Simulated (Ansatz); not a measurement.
**Ligand exchange: GeH4 + HI → GeH3I + H2**

Species: GeH4 `[GeH4]`, singlet; HI (hydrogen iodide), singlet; GeH3I `[GeH3][I]`, singlet; H2 (hydrogen), singlet. The partners trade H for I: Ge–H and H–I bonds give way to Ge–I and H–H.

Shapes, held fixed at every level: PBE0-D4/def2-TZVP. Programs: Ansatz 0.2.0. The zero-point and thermal change to 298 K, harmonic and unscaled (PBE0-D4/def2-TZVP), is -1.0 kJ/mol.

Q: Estimate ΔH(298 K) of this reaction.

A: The highest level, CCSD(T)/def2-TZVPP, gives ΔH(298 K) = -56.4 kJ/mol; the levels span -64.0 to -52.7. The column of differences is taken from that level and isn't an error. No measured value is set beside it here. For atoms past krypton def2 sets carry core potentials with scalar relativity. Relativity is left out for Ge. Outer-core shells of Ge, I are correlated, in sets that cover them unevenly.

```json
{"level": "HF/def2-TZVPP", "kind": "Hartree–Fock", "ΔH(298 K) (kJ/mol)": "-54.7", "less CCSD(T)/def2-TZVPP": "+1.7"}
{"level": "SPW92/def2-TZVPP", "kind": "LDA", "ΔH(298 K) (kJ/mol)": "-52.7", "less CCSD(T)/def2-TZVPP": "+3.7"}
{"level": "BHLYP-D4/def2-TZVPP", "kind": "global hybrid", "ΔH(298 K) (kJ/mol)": "-64.0", "less CCSD(T)/def2-TZVPP": "-7.6"}
{"level": "B2PLYP/def2-TZVPP", "kind": "double hybrid", "ΔH(298 K) (kJ/mol)": "-59.8", "less CCSD(T)/def2-TZVPP": "-3.4"}
{"level": "MP2/def2-SVP", "kind": "perturbation theory", "ΔH(298 K) (kJ/mol)": "-56.9", "less CCSD(T)/def2-TZVPP": "-0.5"}
{"level": "CCSD/def2-TZVPP", "kind": "coupled cluster or CI", "ΔH(298 K) (kJ/mol)": "-53.5", "less CCSD(T)/def2-TZVPP": "+2.9"}
{"level": "CCSD(T)/def2-TZVPP", "kind": "coupled cluster or CI", "ΔH(298 K) (kJ/mol)": "-56.4", "less CCSD(T)/def2-TZVPP": "0.0"}
```
